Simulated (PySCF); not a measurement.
Cl$_{4}$Si, singlet, at a GFN2-xTB geometry; DF-B3LYP/aug-cc-pVDZ run with PySCF.

Input for PySCF:
```python
from pyscf import gto, scf, dft
import numpy

mol = gto.M(
    atom='''
Si   -0.000000    0.000000    0.000000
Cl    1.154087    1.151220    1.183261
Cl   -1.188553   -1.157440    1.142368
Cl    1.171487   -1.168380   -1.148842
Cl   -1.137021    1.174600   -1.176787
''',
    basis='aug-cc-pvdz',
    charge=0,
    spin=0,
    verbose=4,
)
print('smallest overlap eigenvalue', numpy.linalg.eigvalsh(mol.intor('int1e_ovlp'))[0])

mf = dft.RKS(mol)
mf.xc = 'b3lyp'
mf = mf.density_fit(auxbasis='def2-universal-jkfit')
mf = scf.addons.remove_linear_dep_(mf, threshold=1e-6, lindep=1e-6)
mf.kernel()
```

Question: Predict the main parts of the log of this PySCF run.

Answer: 
```
PySCF version 2.14.0

[INPUT] verbose = 4
[INPUT] num. atoms = 5
[INPUT] num. electrons = 82
[INPUT] charge = 0
[INPUT] spin (= nelec alpha-beta = 2S) = 0
[INPUT] symmetry False subgroup None
[INPUT] Mole.unit = angstrom
[INPUT] Symbol           X                Y                Z      unit          X                Y                Z       unit  Magmom
[INPUT]  1 Si     0.000000000000   0.000000000000   0.000000000000 AA    0.000000000000   0.000000000000   0.000000000000 Bohr   0.0
[INPUT]  2 Cl     1.154087000000   1.151220000000   1.183261000000 AA    2.180908353921   2.175490509122   2.236039223879 Bohr   0.0
[INPUT]  3 Cl    -1.188553000000  -1.157440000000   1.142368000000 AA   -2.246039654530  -2.187244605617   2.158762653467 Bohr   0.0
[INPUT]  4 Cl     1.171487000000  -1.168380000000  -1.148842000000 AA    2.213789588488  -2.207918209419  -2.170996740398 Bohr   0.0
[INPUT]  5 Cl    -1.137021000000   1.174600000000  -1.176787000000 AA   -2.148658287879   2.219672305914  -2.223805136949 Bohr   0.0

nuclear repulsion = 529.064810681355
number of shells = 40
number of NR pGTOs = 250
number of NR cGTOs = 135
basis = aug-cc-pvdz
ecp = {}
input.py:22: DeprecationWarning: remove_linear_dep_ is deprecated and will be removed in a future release. Linear dependency handling is now built into the SCF procedure by default. Linear dependency removal can be controlled using the following settings:
  pyscf.scf.hf.remove_overlap_zero_eigenvalue = True
  pyscf.scf.hf.overlap_zero_eigenvalue_threshold = 1e-6

  mf = scf.addons.remove_linear_dep_(mf, threshold=1e-6, lindep=1e-6)
smallest overlap eigenvalue 0.0015506913612944948

******** <class 'pyscf.df.df_jk.DFRKS'> ********
method = DFRKS
initial guess = minao
damping factor = 0
level_shift factor = 0
DIIS = <class 'pyscf.scf.diis.CDIIS'>
diis_start_cycle = 1
diis_space = 8
diis_damp = 0
SCF conv_tol = 1e-09
SCF conv_tol_grad = None
SCF max_cycles = 50
direct_scf = False
XC library pyscf.dft.libxc version 7.1.2
    S. Lehtola, C. Steigemann, M. J. T. Oliveira, and M. A. L. Marques,  SoftwareX 7, 1–5 (2018)
XC functionals = b3lyp
    P. J. Stephens, F. J. Devlin, C. F. Chabalowski, and M. J. Frisch,  J. Phys. Chem. 98, 11623 (1994)
radial grids:
    Treutler-Ahlrichs [JCP 102, 346 (1995); DOI:10.1063/1.469408] (M4) radial grids

becke partition: Becke, JCP 88, 2547 (1988); DOI:10.1063/1.454033
pruning grids: <function nwchem_prune>
grids dens level: 3
symmetrized grids: False
atomic radii adjust function: <function treutler_atomic_radii_adjust>
small_rho_cutoff = 0
Set gradient conv threshold to 3.16228e-05
Initial guess from minao.
tot grids = 94704
******** <class 'pyscf.df.df.DF'> ********
auxbasis = def2-universal-jkfit
init E= -2131.2724409243
  HOMO = -0.361498800538533  LUMO = -0.0585560252212713  gap/eV = 8.24349
cycle= 1 E= -2130.5248936658  delta_E= 0.748  |g|= 0.441  |ddm|= 2.08
  HOMO = -0.329828183636313  LUMO = -0.0647780180384878  gap/eV = 7.21238
cycle= 2 E= -2130.46578364406  delta_E= 0.0591  |g|= 0.645  |ddm|= 0.975
  HOMO = -0.334148568229472  LUMO = -0.0367009923511625  gap/eV = 8.09396
cycle= 3 E= -2130.58040284195  delta_E= -0.115  |g|= 0.0611  |ddm|= 0.575
  HOMO = -0.34253588605153  LUMO = -0.0431176708204932  gap/eV = 8.14758
cycle= 4 E= -2130.5814471601  delta_E= -0.00104  |g|= 0.00937  |ddm|= 0.0539
  HOMO = -0.341142976046389  LUMO = -0.0413995408359116  gap/eV = 8.15643
cycle= 5 E= -2130.58147267481  delta_E= -2.55e-05  |g|= 0.000917  |ddm|= 0.0108
  HOMO = -0.341303960727958  LUMO = -0.0415437064234867  gap/eV = 8.15689
cycle= 6 E= -2130.58147290155  delta_E= -2.27e-07  |g|= 8.1e-05  |ddm|= 0.0013
  HOMO = -0.341290059300019  LUMO = -0.0415308937388821  gap/eV = 8.15686
cycle= 7 E= -2130.5814729035  delta_E= -1.95e-09  |g|= 9.91e-06  |ddm|= 0.000108
  HOMO = -0.341290965700146  LUMO = -0.0415321857224975  gap/eV = 8.15685
cycle= 8 E= -2130.58147290353  delta_E= -3.68e-11  |g|= 1.89e-07  |ddm|= 1.1e-05
  HOMO = -0.34129095201589  LUMO = -0.0415321542092857  gap/eV = 8.15685
Extra cycle  E= -2130.58147290353  delta_E= 1.36e-12  |g|= 5.11e-08  |ddm|= 3.93e-07
converged SCF energy = -2130.58147290353
```
